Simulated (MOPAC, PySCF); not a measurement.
C₃H₉FO₃Sn, SMILES `[O]([Sn]([O]C)([O]C)[F])C`, neutral singlet in the gas phase. 

Cartesian coordinates (Å):
```xyz
17

C      2.8434    -0.1268     0.8303
O      1.6134     0.5194     1.0635
Sn     0.0139     0.0131     0.0573
F      0.4004     0.2422    -1.8263
O     -0.4329    -1.8691     0.3491
C     -1.4809    -2.4785    -0.3688
O     -1.4960     1.1756     0.4998
C     -1.4331     2.5610     0.2516
H      2.8084    -1.2043     1.0725
H      3.5950     0.3415     1.4858
H      3.1902    -0.0168    -0.2132
H     -1.5156    -3.5388    -0.0716
H     -1.3263    -2.4392    -1.4624
H     -2.4654    -2.0314    -0.1414
H     -1.2602     2.7947    -0.8145
H     -2.4044     2.9949     0.5381
H     -0.6499     3.0626     0.8482
```
Charge 0, multiplicity 1.

All levels are single points at this geometry (PBE0-D3(BJ)/def2-SVP); Pople sets use spherical d functions. Orbital energies aren't observables, and empty levels follow the basis.

| level | HOMO (eV) | LUMO (eV) | gap (eV) | dipole (D) | vertical IE, Delta-SCF (eV) |
|---|---|---|---|---|---|
| TPSSh-D3(BJ)/def2-TZVP in PySCF | -7.42 | -2.49 | 4.92 | 0.34 | 9.60 |
| B3LYP/6-311+G** (LANL2DZ on Sn) in PySCF | -8.16 | -2.42 | 5.74 | 0.19 | – |
| B3LYP/6-31G* (LANL2DZ on Sn) in PySCF | -7.71 | -1.76 | 5.95 | 0.03 | 9.70 |
| M06-2X/6-31G* (LANL2DZ on Sn) in PySCF | -9.66 | -0.62 | 9.04 | 0.03 | – |
| SVWN5/6-31G* (LANL2DZ on Sn) in PySCF | -6.39 | -2.70 | 3.69 | 0.02 | – |
| AM1 in MOPAC | -10.26 | -0.77 | 9.49 | 0.26 | – |
